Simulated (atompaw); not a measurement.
Plane-wave convergence, PAW (atompaw) potential for indium

In, PAW, made with atompaw 4.2.0.5 (PBE, scalar-relativistic). Core [Kr] 4d10, reference 5s2 5p1. Waves: 5s (bound): rc 3.00 bohr; 5s channel at -0.05 Ry: rc 2.00 bohr; 5p (bound): rc 3.00 bohr; 5p channel at 0.7 Ry: rc 3.00 bohr. Local part: bessel scheme, radius 2.50 bohr. Core correction: smooth core density matched at 1.50 bohr. Augmentation charge: sinc compensation charge, radius 2.40 bohr; PAW radius 3.00 bohr; waves and projectors: custom rrkj gramschmidtortho.

The pseudo-atom Hamiltonian at the reference potential is diagonalised in spherical Bessel functions j_l(qr) that vanish at 20 bohr, with q² up to the cutoff. All-electron valence levels (Ry): 5s -0.6035, 5p -0.1851.

Question: How do the lowest levels (Ry) of each channel move with the cutoff, and are there ghosts?

Answer:

```csv
cutoff (Ry),s #1,p #1,d #1,f #1,f #2,Σ f·Δε (mRy)
8,-0.6035,-0.1851,0.0399,0.0989,0.2199,0.1
10,-0.6035,-0.1851,0.0399,0.0989,0.2199,0.1
400,-0.6036,-0.1851,0.0399,0.0989,0.2199,0.0
```

Result: no extra level below or beside the all-electron valence levels (s, p, d, f tested); 10 mRy is reached at 6 Ry and 1 mRy at 6 Ry.
